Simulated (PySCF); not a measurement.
## C₆ coefficients of unlike pairs at r2SCAN0

Calculated with PySCF 2.14 from the dipole response of each species, C₆(A,B) = (3/π) ∫ α_A(iu) α_B(iu) du, in atomic units, from isotropic polarisabilities. For ions this is the dispersion term alone; charge-induced terms of lower order in 1/R come first.

```json
{"species": "Si", "configuration": "[Ne] 3s2 3p2 (3P)", "basis": "aug-cc-pV(T+d)Z with one added diffuse shell each of s, p, d, f type (7s6p5d3f)", "relativity": "none", "α (bohr³)": "39.19", "C₆ (like pair)": "330.6"}
{"species": "Te³⁺", "configuration": "[Kr] 4d10 5s2 5p1 (2P)", "basis": "def2-TZVPPD with the def2 core potential (28 electrons) (7s6p4d2f)", "relativity": "core potential", "α (bohr³)": "10.81", "C₆ (like pair)": "58.07"}
{"species": "Co", "configuration": "[Ar] 3d7 4s2 (4F)", "basis": "dyall-av2z (16s12p7d2f)", "relativity": "none", "α (bohr³)": "58.17", "C₆ (like pair)": "516.3"}
{"species": "Xe", "configuration": "[Xe] (1S)", "basis": "aug-cc-pVTZ-PP with ECP28MDF (6s5p4d2f)", "relativity": "core potential", "α (bohr³)": "27.20", "C₆ (like pair)": "291.2"}
```

Estimate C₆ for Xe with Co.

The integral gives 355.6. The combination rule 2 C_A C_B / (C_A α_B/α_A + C_B α_A/α_B) gives 347.9 and the geometric mean 387.7.

No spin-orbit coupling is included.

The other pairs:

| pair | C₆ |
| --- | --- |
| Xe, Te³⁺ | 128.5 |
| Co, Te³⁺ | 151.1 |
| Xe, Si | 297.7 |
| Co, Si | 408.1 |
| Te³⁺, Si | 127.1 |
